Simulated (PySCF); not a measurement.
Ionisation energy of Te(27+) by level of theory

Te(27+) [Ar] 3d7 (4F) → Te(28+) [Ar] 3d6 (5D), as a difference of total energies. Calculation: PySCF 2.14, in an even-tempered Gaussian basis (19 s from 3.4 bohr⁻², ratio 2.5; 13 p from 4.4 bohr⁻², ratio 2.5; 8 d from 4.4 bohr⁻², ratio 2.5; 4 f from 20 bohr⁻², ratio 2.7; 3 g from 30 bohr⁻², ratio 2.7); scalar relativity by spin-free X2C-1e. Correlated levels: outer shells: [Ne] frozen; virtual orbitals above 40 to 60 times the deepest correlated orbital energy dropped. The calculations carry no spin-orbit coupling.

```json
{"method": "UHF", "ionisation energy (eV)": "1538.5"}
{"method": "LDA", "ionisation energy (eV)": "1539.4"}
{"method": "PBE", "ionisation energy (eV)": "1539.8"}
{"method": "PBE0", "ionisation energy (eV)": "1540.0"}
{"method": "r2SCAN", "ionisation energy (eV)": "1540.9"}
{"method": "BLYP", "ionisation energy (eV)": "1539.8"}
{"method": "MN15", "ionisation energy (eV)": "1533.0"}
{"method": "MP2 (outer shells)", "ionisation energy (eV)": "1539.8"}
{"method": "SCS-MP2 (outer shells)", "ionisation energy (eV)": "1539.9"}
```

A first-order spin-orbit estimate (lowest level to lowest level, LS coupling) adds 2.203 eV.

Breit and QED terms and the two-electron picture change are absent.

For comparison: 1538 ± 4 eV (theoretical estimate listed by NIST; NIST Atomic Spectra Database, ionization energies).
